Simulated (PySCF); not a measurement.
C₃H₅NO₂. Atoms are numbered in the order given.

```xyz
11

C      1.3212    -0.1036     0.2166
N      0.8986     1.0778     0.0573
C     -0.4974     1.2567    -0.2438
O     -1.1624     0.0539    -0.6014
C     -0.8200    -0.9642     0.2691
O      0.5765    -1.2321     0.2242
H      2.3857    -0.3211     0.3753
H     -0.5984     1.9263    -1.1104
H     -0.9972     1.7324     0.6234
H     -1.3339    -1.8832    -0.0396
H     -1.0821    -0.7068     1.3163
```

Geometry optimised at ωB97X-D3(BJ)/def2-SVP. Other conformers were not sampled.

Method: PBE/def2-TZVP (PySCF).

The molecule is in vacuum.

**Question.** Estimate the frontier levels, gap, dipole moment and polarisability. (An estimate is asked for; the answer gives what the named calculation found.)

**Answer.** 
```json
{
  "highest_occupied_level": "-6.11 eV",
  "lowest_empty_level": "-0.95 eV",
  "orbital_gap": "5.17 eV",
  "dipole_moment": "0.292 e·Å",
  "quadrupole, principal values (traceless, Buckingham form, about the centre of nuclear charge)": "-3.76, 1.06, 2.70 D·Å",
  "mean_static_polarisability": "48.8 bohr³ (7.23 Å³)",
  "polarisability_principal_values": "38.1, 51.0, 57.3 bohr³"
}
```
